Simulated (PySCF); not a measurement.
# Simulated characterisation data

Fast rotation and ring inversion assumed for equivalent nuclei, isolated molecule, non-relativistic, one computed conformer. σ from GIAO-PBE0/pcSseg-1; structure optimised with GFN2-xTB; PySCF 2.14.

References, each an isolated molecule treated in the same way: ¹H, ¹³C against TMS. Splittings of carbon signals by F and P are missing where no couplings were computed. Where no couplings were computed, multiplicities follow the n + 1 count of equivalent neighbours, and m marks all less simple cases (inequivalent or close neighbours, rings, F or P nearby). Shifts are as computed. Against solution values, carbons near 30 ppm lie about +3 ppm off and those near 130 ppm about +5 ppm. Of 1211 compounds with measured shifts, 218 miss one by over three times the rms of a fit or turn the order of signals round; such compounds aren't used in these exercises.

Compound 1 (C₅H₆F₃N₃). ¹H NMR (400 MHz, computed): δ 3.80 (s, 3H), 2.58 (s, 3H). ¹³C{¹H} NMR (computed): δ 156.0 (C), 150.2 (C), 129.5 (C), 30.3 (CH3), 12.5 (CH3). Structure: `InChI=1S/C5H6F3N3/c1-3-9-10-4(11(3)2)5(6,7)8/h1-2H3`.

Compound 2 (C₇H₁₃OP). ¹H NMR (400 MHz, computed): δ 3.93 (m, 4H), 1.69 (m, 4H), 0.69 (m, 2H), 0.46 (m, 1H), 0.31 (m, 2H). ¹³C{¹H} NMR (computed): δ 70.4, 32.4, 16.1, 4.7. Structure: SMILES C1CP(C2CC2)CCO1.
